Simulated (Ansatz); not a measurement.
C3H9BO (`BC(C)(C)O`), relaxed with RKS PBE0-D4/def2-TZVP in Ansatz 0.2.0 from a PBE-D4/def2-SVP geometry. The force threshold is 0.005 eV/Å; the program also tests the step.

Total charge 0; spin multiplicity 1.

Start:

```xyz
14

B    -1.014   -1.116    0.534
C    -0.084    0.041    0.015
C     0.588   -0.018   -1.336
C    -0.105    1.406    0.658
O     0.589   -0.941    1.014
H    -1.761   -0.913    1.472
H    -1.145   -2.114   -0.156
H     0.653   -1.055   -1.724
H     1.602    0.440   -1.331
H    -0.028    0.552   -2.062
H    -0.798    2.055    0.084
H    -0.484    1.355    1.696
H     0.895    1.892    0.659
H     1.093   -1.587    0.479
```

| step | energy (eV) | largest force (eV/Å) | largest move (Å) |
| --- | --- | --- | --- |
| 1 | -5975.8427 | 0.575 | 0.000 |
| 2 | -5975.8932 | 0.228 | 0.025 |
| 3 | -5975.8994 | 0.158 | 0.016 |
| 4 | -5975.9003 | 0.056 | 0.008 |
| 5 | -5975.9004 | 0.048 | 0.019 |
| 6 | -5975.9006 | 0.015 | 0.008 |
| 7 | -5975.9006 | 0.007 | 0.002 |
| 8 | -5975.9006 | 0.004 | 0.001 |

End:

```xyz
14

B    -1.010   -1.107    0.525
C    -0.091    0.039    0.015
C     0.577   -0.018   -1.326
C    -0.107    1.396    0.648
O     0.576   -0.928    0.996
H    -1.735   -0.923    1.459
H    -1.133   -2.089   -0.154
H     0.625   -1.039   -1.712
H     1.584    0.413   -1.305
H    -0.015    0.563   -2.038
H    -0.782    2.040    0.079
H    -0.479    1.345    1.672
H     0.884    1.862    0.650
H     1.106   -1.554    0.491
```

It took 31 s on 4 threads of a server CPU on a shared host, with 0.54 GiB of host memory at the peak.
